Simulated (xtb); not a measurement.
triplet methylene (CH2), triplet, at a GFN2-xTB geometry; GFN2-xTB (xtb 6.7.1).

xtb was given this input:
```
$ xtb mol.xyz --gfn 2 --chrg 0 --uhf 2 --json

# file mol.xyz
3

C      0.00386916     0.00066529     0.10150064
H      0.00046091     0.97908788    -0.31139250
H     -0.02367585    -0.98307960    -0.29761136
```

Question: What does xtb print? Leave out banner, timings and long lists.

Answer: 
```
   ID    Z sym.   atoms
    1    6 C      1
    2    1 H      2, 3

           -------------------------------------------------
          |                Calculation Setup                |
           -------------------------------------------------

           -------------------------------------------------
          |                 G F N 2 - x T B                 |
           -------------------------------------------------

          ...................................................
          :                      SETUP                      :
          :.................................................:
          :  # basis functions                   6          :
          :  # atomic orbitals                   6          :
          :  # shells                            4          :
          :  # electrons                         6          :
          :  max. iterations                   250          :
          :  Hamiltonian                  GFN2-xTB          :
          :  restarted?                      false          :
          :  GBSA solvation                  false          :
          :  PC potential                    false          :
          :  electronic temp.          300.0000000     K    :
          :  accuracy                    1.0000000          :
          :  -> integral cutoff          0.2500000E+02      :
          :  -> integral neglect         0.1000000E-07      :
          :  -> SCF convergence          0.1000000E-05 Eh   :
          :  -> wf. convergence          0.1000000E-03 e    :
          :  Broyden damping             0.4000000          :
          :  net charge                          0          :
          :  unpaired electrons                  2          :
          ...................................................

 iter      E             dE          RMSdq      gap      omega  full diag
   1     -2.9742643 -0.297426E+01  0.610E+00   12.34       0.0  T
   2     -2.9788881 -0.462377E-02  0.376E+00   12.50       1.0  T
   3     -2.9795151 -0.627074E-03  0.647E-01   12.54       1.0  T
   4     -2.9797430 -0.227828E-03  0.155E-01   12.33       1.0  T
   5     -2.9797392  0.374702E-05  0.938E-02   12.37       1.0  T
   6     -2.9797489 -0.966437E-05  0.187E-03   12.34      30.9  T
   7     -2.9797489  0.204724E-08  0.191E-03   12.34      30.2  T
   8     -2.9797489 -0.206006E-08  0.115E-05   12.34    5022.0  T
   9     -2.9797489 -0.723865E-13  0.411E-06   12.34   14055.7  T

   *** convergence criteria satisfied after 9 iterations ***

 transition dipole moment (au) for excitation:           3           4
     X       Y       Z
  -0.1766   0.0022   0.0067  total (au/Debye):    0.177   0.449
 dE (eV)             :    0.589
 oscillator strength :  0.63726E-03

         :::::::::::::::::::::::::::::::::::::::::::::::::::::
         ::                     SUMMARY                     ::
         :::::::::::::::::::::::::::::::::::::::::::::::::::::
         :: total energy              -2.938303599177 Eh    ::
         :: gradient norm              0.000000819908 Eh/a0 ::
         :: HOMO-LUMO gap             12.338237117032 eV    ::
         ::.................................................::
         :: SCC energy                -2.979748879637 Eh    ::
         :: -> isotropic ES            0.000691302049 Eh    ::
         :: -> anisotropic ES          0.000234136163 Eh    ::
         :: -> anisotropic XC          0.005908618627 Eh    ::
         :: -> dispersion             -0.000261090325 Eh    ::
         :: repulsion energy           0.041445280459 Eh    ::
         :: add. restraining           0.000000000000 Eh    ::
         :: total charge              -0.000000000000 e     ::
         :::::::::::::::::::::::::::::::::::::::::::::::::::::

           -------------------------------------------------
          |                Property Printout                |
           -------------------------------------------------

    * Orbital Energies and Occupations

         #    Occupation            Energy/Eh            Energy/eV
      -------------------------------------------------------------
         1        2.0000           -0.5670433             -15.4300
         2        2.0000           -0.4859103             -13.2223
         3        1.0000           -0.3552576              -9.6671
         4        1.0000           -0.3336235              -9.0784 (HOMO)
         5                          0.1197983               3.2599 (LUMO)
         6                          0.3728649              10.1462
      -------------------------------------------------------------
                  HL-Gap            0.4534219 Eh           12.3382 eV
             Fermi-level           -0.2637483 Eh           -7.1770 eV

     #   Z          covCN         q      C6AA      α(0)
     1   6 C        1.854    -0.157    35.636     9.643
     2   1 H        0.927     0.079     1.992     2.207
     3   1 H        0.927     0.079     1.992     2.207

 Mol. C6AA /au·bohr⁶  :         77.285709
 Mol. C8AA /au·bohr⁸  :       1756.758369
 Mol. α(0) /au        :         14.057056

Wiberg/Mayer (AO) data.
largest (>0.10) Wiberg bond orders for each atom

 ---------------------------------------------------------------------------
     #   Z sym  total        # sym  WBO       # sym  WBO       # sym  WBO
 ---------------------------------------------------------------------------
     1   6 C    1.970 --     2 H    0.985     3 H    0.985
     2   1 H    0.993 --     1 C    0.985
     3   1 H    0.993 --     1 C    0.985
 ---------------------------------------------------------------------------

Topologies differ in total number of bonds
Writing topology from bond orders to xtbtopo.mol

molecular dipole:
                 x           y           z       tot (Debye)
 q only:       -0.005      -0.001      -0.121
   full:       -0.010      -0.002      -0.262       0.666
molecular quadrupole (traceless):
                xx          xy          yy          xz          yz          zz
 q only:       -0.294       0.010       0.518       0.003      -0.005      -0.224
  q+dip:       -1.020       0.033       1.641       0.015      -0.016      -0.621
   full:       -0.634       0.020       0.952       0.012      -0.009      -0.318

           -------------------------------------------------
          | TOTAL ENERGY               -2.938303599177 Eh   |
          | GRADIENT NORM               0.000000819908 Eh/α |
          | HOMO-LUMO GAP              12.338237117032 eV   |
           -------------------------------------------------

normal termination of xtb
```
